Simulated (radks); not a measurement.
Mo, configuration [Kr] 4d5 5s0.5 5p0.5 (fractional occupations, a model configuration). All-electron calculation, scalar-relativistic Kohn-Sham, PBE, spin-unpolarised, spherical densities, point nucleus. Program: a radial shooting solver on a logarithmic mesh with Libxc functionals.

X-ray form factor f0, the Fourier transform of the density (f0(0) = 42):

sin(theta)/lambda (1/angstrom)  f0 (electrons)
0.05                                    40.920
0.1                                     38.556
0.15                                    35.858
0.2                                     33.185
0.25                                    30.680
0.3                                     28.408
0.4                                     24.641
0.5                                     21.796
0.6                                     19.578
0.8                                     16.010
1                                       12.952
1.25                                     9.892
1.5                                      7.831
2                                        5.805
